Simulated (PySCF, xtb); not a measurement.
SiBr2, SMILES Br[Si]Br (connectivity only; charge and spin as stated), neutral, multiplicity 1.

Harmonic wavenumbers (cm⁻¹) from xtb 6.7.1 with GFN2-xTB at its own minimum, in rising order: 115, 357, 365.

Task: What does PBE0-D3(BJ)/def2-TZVP (PySCF) give at its own minimum? (An estimate is asked for; the answer gives what the named calculation found.)

Result: 124, 407, 407. Paired by order, the mean absolute difference is 34 cm⁻¹ and the zero-point energies are 1.2 and 1.3 kcal/mol.
